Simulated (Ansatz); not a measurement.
`CC(C)(C)OS(=O)(=O)CC(F)(F)C(F)F` with charge -1. The state is a doublet with charge -1. Geometry r2SCAN-D4/def2-SVP, that of the neutral singlet; atoms count from 1.

```csv
atom,x (Å),y (Å),z (Å)
C1,2.594,0.215,-0.900
C2,1.175,0.762,-0.988
C3,0.567,0.561,-2.367
C4,1.086,2.217,-0.543
O5,0.308,-0.101,-0.140
S6,0.159,0.146,1.453
O7,-0.759,1.243,1.735
O8,1.467,0.119,2.107
C9,-0.654,-1.421,1.826
C10,-1.822,-1.876,0.967
F11,-2.360,-2.965,1.599
F12,-1.406,-2.288,-0.252
C13,-2.986,-0.900,0.757
F14,-3.329,-0.372,1.952
F15,-2.631,0.087,-0.086
H16,3.252,0.775,-1.583
H17,2.612,-0.846,-1.190
H18,2.984,0.308,0.124
H19,0.574,-0.507,-2.636
H20,-0.475,0.915,-2.379
H21,1.145,1.119,-3.119
H22,0.042,2.562,-0.529
H23,1.658,2.840,-1.249
H24,1.515,2.358,0.460
H25,0.124,-2.197,1.780
H26,-0.995,-1.303,2.864
H27,-3.847,-1.452,0.336
```

The highest occupied level of the charge -1 doublet lies above zero (up to 3.88 eV). By energy differences it is unbound by 2.49 eV (vertical, against the charge 0 singlet, at PBE0-D4/def2-SVP) and held by the finite basis.

Problem. Estimate the Mulliken populations from the PBE0/def2-SVP orbitals of Ansatz.

Solution. 
| atom | charge (e) | spin (α − β) |
| --- | --- | --- |
| C1 | 0.10 | -0.05 |
| C2 | -0.13 | 0.05 |
| C3 | 0.11 | -0.06 |
| C4 | 0.04 | -0.03 |
| O5 | -0.46 | 0.01 |
| S6 | 0.86 | 0.18 |
| O7 | -0.49 | 0.01 |
| O8 | -0.51 | 0.02 |
| C9 | 0.03 | -0.09 |
| C10 | 0.24 | 0.08 |
| F11 | -0.25 | 0.01 |
| F12 | -0.21 | 0.00 |
| C13 | 0.46 | 0.01 |
| F14 | -0.23 | 0.00 |
| F15 | -0.20 | 0.00 |
| H16 | -0.10 | 0.13 |
| H17 | -0.02 | 0.04 |
| H18 | 0.04 | 0.00 |
| H19 | -0.01 | 0.03 |
| H20 | 0.00 | 0.02 |
| H21 | -0.12 | 0.16 |
| H22 | 0.04 | 0.00 |
| H23 | -0.09 | 0.13 |
| H24 | 0.03 | 0.00 |
| H25 | -0.03 | 0.13 |
| H26 | -0.05 | 0.15 |
| H27 | -0.04 | 0.05 |
Mulliken values depend strongly on the basis.

Problem. Where does the spin sit?

Solution. Summed by element: C -0.09, O 0.04, S 0.18, F 0.01, H 0.86, of 1 unpaired in all. Largest on single atoms: S6 0.18, H21 0.16, H26 0.15.

Problem. And the Mayer bond orders between heavy atoms (over 0.3)?

Solution. C1–C2 1.05 (1.52 Å); C2–C3 1.05 (1.52 Å); C2–C4 1.08 (1.52 Å); C2–O5 0.77 (1.49 Å); O5–S6 0.90 (1.62 Å); S6–O7 1.63 (1.46 Å); S6–O8 1.60 (1.46 Å); S6–C9 0.89 (1.80 Å); C9–C10 1.02 (1.52 Å); C10–F11 0.98 (1.37 Å); C10–F12 1.05 (1.35 Å); C10–C13 0.94 (1.53 Å); C13–F14 1.04 (1.35 Å); C13–F15 1.07 (1.35 Å).
